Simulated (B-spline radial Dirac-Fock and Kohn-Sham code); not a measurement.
Binding energies of Pd²⁺ in different valence configurations

Calculated with a radial finite-basis atomic code, using Dirac-Fock energy differences between relaxed states, corrected for Breit and QED terms. Electron correlation is not included.

Reference: the tabulated ground configuration [Kr] 4d8, with 1s 24384.4 eV, 2s 3645.4 eV, 2p1/2 3366.2 eV, 3p1/2 597.0 eV, 4p3/2 86.47 eV, 4d 32.50 eV, Kα1 21175.3 eV, Kβ1 23815.5 eV.

Shifts from the reference in eV.

```
configuration  average energy      1s      2s   2p1/2   3p1/2  4p3/2     4d    Kα1    Kβ1
 [Kr] 4d7 5p1          +14.05   +7.46   +7.81   +7.78   +7.65  +5.93  +5.59  -0.33  -0.18
 [Kr] 4d7 5s1           +7.87   +6.07   +6.48   +6.43   +6.28  +4.57  +4.33  -0.36  -0.20
 [Kr] 4d6 5s2          +18.94  +12.61  +13.45  +13.28  +12.91  +9.24  +8.79  -0.69  -0.29
```
